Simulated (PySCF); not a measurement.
NMR data simulated for an unnamed compound:

¹H NMR (300 MHz, computed): δ 6.48 (m, 1H), 4.20 (m, 3H).

¹³C{¹H} NMR (computed): δ 154.1 (C), 152.4 (CH).

[PySCF 2.14.0 with density-fitted response routines: coordinates at the GFN2-xTB level; σ from GIAO-PBE0/pcSseg-1; isolated molecule; non-relativistic Hamiltonian; one conformer; fast rotation and ring inversion assumed for equivalent nuclei]

References, each an isolated molecule treated in the same way: ¹H and ¹³C against TMS.

Task: Which of these does the molecule contain: a benzene ring, a CF3 group, a three-membered ring, a non-aromatic C=C double bond, a Si–H bond?

Result: 
- A benzene ring: no.
- A CF3 group: no.
- A three-membered ring: no.
- A non-aromatic C=C double bond: yes.
- A Si–H bond: yes (δH 4.20 (m)).

The data belong to SMILES F/C=C(\F)[SiH3], C$_{2}$H$_{4}$F$_{2}$Si; they needn't prove each group on their own.

Carbon signals by region: 2 in the sp2 and nitrile region (100–160 ppm).

Splittings by ¹⁹F in the carbon and heteronuclear signals aren't shown, as no couplings were computed. Shifts are as computed. Against solution values, carbons near 30 ppm lie about +3 ppm off and those near 130 ppm about +5 ppm. Of 1309 compounds with measured shifts, 239 miss one by over three times the rms of a fit or turn the order of signals round; such compounds aren't used in these exercises. Multiplicities follow the n + 1 count of equivalent neighbours, as no J values were calculated; m marks all less simple cases, F and P coupling included.
